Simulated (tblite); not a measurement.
C5H11FSSi2.
SMILES with atom numbers: `[CH3:1]/[CH:2]=[C:3]1\[SiH2:4][C@@H:5]([S:6][SiH3:7])[C@H:8]1[F:9]` (hydrogens: H10, H11, H12 on C1; H13 on C2; H14, H15 on Si4; H16 on C5; H17, H18, H19 on Si7; H20 on C8)

Cartesian coordinates in Å at the GFN2-xTB level; atoms count from 1:
```xyz
20
C5H11FSSi2 angstrom
C     -3.287    0.094    0.376
C     -1.964   -0.583    0.447
C     -0.971   -0.363   -0.401
Si    -0.532    0.838   -1.792
C      1.152    0.150   -1.153
S      1.920    1.430   -0.102
Si     3.343    0.301    1.051
C      0.418   -0.948   -0.370
F      0.913   -1.223    0.888
H     -4.083   -0.643    0.279
H     -3.321    0.774   -0.472
H     -3.468    0.655    1.292
H     -1.835   -1.291    1.259
H     -0.735    2.263   -1.593
H     -0.878    0.367   -3.134
H      1.920   -0.227   -1.825
H      2.780   -0.033    2.348
H      4.474    1.215    1.160
H      3.682   -0.866    0.247
H      0.467   -1.899   -0.918
```

Computed values, GFN2-xTB/tblite, gas phase, harmonic and unscaled. The method is semi-empirical: single wavenumbers can be off by several per cent or more. Modes of hydrogen on silicon can be 10 to 20 % off. One conformer, not necessarily the lowest.

Harmonic wavenumbers (cm⁻¹): 30.0, 59.2, 108.5, 140.1, 148.1, 169.3, 186.2, 194.1, 197.5, 253.1, 342.9, 424.6, 463.6, 485.2, 504.4, 510.8, 544.4, 560.5, 595.2, 636.4, 658.0, 724.0, 750.8, 761.9, 770.3, 778.6, 798.3, 838.8, 920.4, 985.3, 1025.6, 1048.4, 1075.1, 1114.9, 1138.0, 1170.9, 1231.1, 1282.2, 1293.1, 1394.7, 1470.2, 1474.2, 1727.7, 2264.7, 2314.9, 2319.0, 2352.3, 2354.9, 2882.3, 2965.1, 3001.6, 3015.9, 3022.8, 3041.8.

A = 1719, B = 631.6, C = 536.8 MHz; mass 178.010 u (most abundant isotopes); point group C1, symmetry number 1.

**Question.** What is the zero-point energy?

**Answer.** Half the sum of the wavenumbers: 30261 cm⁻¹ = 362.00 kJ/mol.

**Question.** Give the ideal-gas entropy at 273.15 K and 1 bar in the rigid-rotor, harmonic-oscillator model (classical rotation).

**Answer.** Translation 171.66, rotation 127.31, vibration 150.34: S = 449.3 J/(mol K).

**Question.** And Cp and H(273.15 K) − H(0)?

**Answer.** Cp = 189.81 J/(mol K), of which vibrations give 156.55 (their classical limit is 54 R = 449.0); H(273.15 K) − H(0) = 30.82 kJ/mol without the zero-point energy, 21.74 from vibrations.

**Question.** Blend soft modes into free rotors: weight 1/[1 + (100 cm⁻¹/ν̃)⁴] for the oscillator and the rest for a rotor with moment μB/(μ + B), μ = h/(8π²ν), B = 10⁻⁴⁴ kg m². What vibrational entropy results?

**Answer.** 138.58 J/(mol K) in place of 150.34, which changes −T·S at 273.15 K by +3.21 kJ/mol.

**Question.** Which modes carry the vibrational entropy at 273.15 K?

**Answer.** 30.0 cm⁻¹: 23.66; 59.2 cm⁻¹: 18.04; 108.5 cm⁻¹: 13.08; 140.1 cm⁻¹: 11.03; 148.1 cm⁻¹: 10.59; 169.3 cm⁻¹: 9.54 J/(mol K); the other 48 give 64.41 together.

**Question.** What must be added to the electronic energy to get the Gibbs energy at 273.15 K and 1 bar?

**Answer.** ZPE + [H(273.15 K) − H(0)] − T·S = 362.00 + 30.82 − 122.73 = 270.09 kJ/mol.

Hindered rotation and anharmonicity are outside this model. Other conformers, if any are populated, would add a mixing term that is left out. The structure is chiral; the term R ln 2 for an equal mix with its mirror image is left out.
